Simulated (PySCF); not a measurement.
## Dipole response of La (lanthanum, neutral)

[Xe] 5d2 6s1, high-spin 4F determinant (an excited configuration). All numbers are calculated (PySCF 2.14, the spin-free X2C one-electron Hamiltonian (Gaussian nucleus), in ANO-RCC-VTZP (8s7p5d3f2g1h, 104 functions)). Coupled (time-dependent) response in atomic units; α is the mean over directions. The basis has no added diffuse functions, which lowers α and C₆.

```tsv
method	mean α (bohr³)	C₆ (like pair)	S(−4)
BHandHLYP	216.0	3383	31390
```

S(−4) is the Cauchy moment in α(ω) = α(0) + S(−4) ω² + …

Spin-orbit coupling is absent.

α(iu) at BHandHLYP:

```
u (hartree)  α(iu) (bohr³)
          0          216.0
     0.0500          161.1
      0.100          98.23
      0.200          47.29
      0.300          29.88
      0.500          16.54
      0.750          10.14
       1.00          6.994
       1.50          3.970
       2.00          2.587
       3.00          1.386
       5.00         0.6184
```

Spin-orbit coupling, absent here, splits the open shell strongly.
